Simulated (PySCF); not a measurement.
# C₆ coefficients of unlike pairs at PBE0

Calculated with PySCF 2.14 from the dipole response of each species, C₆(A,B) = (3/π) ∫ α_A(iu) α_B(iu) du, in atomic units, from isotropic polarisabilities. For ions this is the dispersion term alone; charge-induced terms of lower order in 1/R come first.

| species | configuration | basis | relativity | α (bohr³) | C₆ (like pair) |
| --- | --- | --- | --- | --- | --- |
| Br⁺ | [Ar] 3d10 4s2 4p4 (3P) | aug-cc-pVTZ-DK (7s6p4d2f) | spin-free X2C | 12.45 | 76.49 |
| Ne | [Ne] (1S) | def2-QZVPPD (8s5p4d2f1g) | none | 2.776 | 6.652 |
| Be⁺ | [He] 2s1 (2S) | aug-cc-pVDZ-DK (4s3p2d) | spin-free X2C | 22.69 | 61.98 |
| Ne³⁺ | [He] 2s2 2p3 (4S) | aug-cc-pCVTZ-DK with one added diffuse shell each of s, p, d, f type (8s7p5d3f) | spin-free X2C | 0.6871 | 0.6052 |

Task: Estimate C₆ for Be⁺ with Br⁺.

Result: The integral gives 55.25. The combination rule 2 C_A C_B / (C_A α_B/α_A + C_B α_A/α_B) gives 54.69 and the geometric mean 68.86.

No spin-orbit coupling is included.

The other pairs:

```csv
pair,C₆
"Ne, Br⁺",21.58
"Ne³⁺, Be⁺",3.464
"Be⁺, Ne",13.45
"Ne³⁺, Ne",1.961
"Ne³⁺, Br⁺",5.996
```
